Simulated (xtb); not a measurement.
Mg(OH)(GeH3) (GeH4MgO), SMILES [OH][Mg][GeH3]. All values are semi-empirical tight-binding results from xtb (GFN2-xTB unless named), good for trends rather than for accurate numbers. Geometry optimised at GFN2-xTB. The values are those of a single conformer.

The geometry has at least one imaginary mode, so it is a saddle point at that level.

For metal compounds this method's bond lengths and energies can be far off.

orbital gap: 3.83 eV
